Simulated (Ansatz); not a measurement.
**triplet S: levels of theory in one basis**

A single S atom.

Basis set: def2-SVP (spherical functions). Left uncorrelated: 5 orbitals. Correlation on ROHF uses semicanonical orbitals with singles. Charge 0, multiplicity 3.

Computed with Ansatz (development build ahead of 0.2.0); each method stands on the lowest determinant of its kind that the runs found.

```csv
method,E − E(ROHF) (eV),<S²> of the determinant
ROHF,0.00,2.00
UHF,-0.10,2.01
ROHF-MP2,-2.36,–
UHF-MP2,-2.34,2.01
ROHF-CCSD,-2.83,–
UHF-CCSD,-2.84,2.01
ROHF-CCSD(T),-2.87,–
UHF-CCSD(T),-2.87,2.01
ROHF-CCSDT,-2.87,–
UHF-CCSDT(Q),-2.87,2.01
```

(1) Is a single determinant a sound starting point here?

## Answers

(1) By this sign, yes. Unrestricted orbitals gain 0.10 eV and <S²> is 2.01 against 2.00 for a pure state.
